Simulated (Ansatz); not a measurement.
Reaction (substitution at a C–O bond): `C[O][SnH]([OH])[Cl]` + `OC1=NC1` → `COC1=NC1` + `[OH][SnH]([OH])[Cl]`

Calculated with Ansatz (gas phase, PBE0-D4/def2-TZVP geometries, no zero-point term in ΔE). CBS: MP2 limit from def2 TZ/QZ plus the TZ coupled-cluster correction, frozen cores. DFT in def2-TZVPP. def2 core potentials past Kr. For Sn outer-core shells are correlated without core-valence functions, which leaves a few kJ/mol of doubt a bond. Each species was taken in one conformer, which may not be the lowest.

| level | ΔE (kcal/mol) |
| --- | --- |
| r2SCAN-D4 | -5.1 |
| PBE | -4.7 |

**Question.** What does CCSD(T)/CBS give? (An estimate is asked.)

**Answer.** Ansatz gave: -4.9 kcal/mol. The listed levels differ from it by -0.2, 0.2 kcal/mol.

Largest T1 diagnostic among the species: 0.013.
